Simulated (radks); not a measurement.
Valence configurations of Mg (all share [Ne]). All-electron calculation, scalar-relativistic Kohn-Sham, LDA (Slater exchange, Perdew-Wang correlation), spin-unpolarised, spherical densities, point nucleus. Program: a radial shooting solver on a logarithmic mesh with Libxc functionals. Energies are relative to 3s2; eigenvalues in eV.

valence      E (eV)   e(3p)   e(3s)
3s2           0.000       -  -4.782
3s1.5 3p0.5   1.731  -1.785  -5.306
3s1 3p1       3.521  -2.126  -5.765
3s0.5 3p1.5   5.368  -2.426  -6.173
3p2           7.266  -2.697       -

NIST lists [Ne] 3s2 as the ground configuration; this level of theory agrees among the configurations tried. The energies are those of spherical spin-averaged densities, not of single terms.
